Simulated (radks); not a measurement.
Polarisability of the tantalum ion Ta2+, [Xe] 4f14 5d3, at imaginary frequency. Method: scalar-relativistic Kohn-Sham, exchange-only LDA, spin-polarised, spherical densities, finite nucleus; open shells are filled with parallel spins first (spin-orbit coupling, left out, can overturn this in heavy ions); Fermi nuclear charge, rms radius 5.3507 fm; computed with a radial shooting solver on a logarithmic mesh with Libxc functionals. Response by self-consistent Sternheimer equations with the Hartree and adiabatic exchange-only LDA kernel, the relativistic mass of each level held fixed and spin-orbit coupling left out.

w (hartree),alpha1(iw) (bohr^3)
0.00266,16.24
0.0143,16.21
0.0360,16.01
0.0697,15.43
0.118,14.22
0.186,12.39
0.280,10.27
0.413,8.201
0.605,6.304
0.892,4.601
1.35,3.114
2.12,1.879
3.59,0.9585
6.94,0.3835
17.5,0.09613

Static values: alpha1 = 16.24 bohr^3 (2.407 angstrom^3; uncoupled 23.04). C6 = 93.26, triple-dipole C9 = 956.9 atomic units. One-pole (London) frequency 4 C6 / (3 alpha1^2) = 0.471 hartree, against 0.676 for minus the highest occupied eigenvalue.
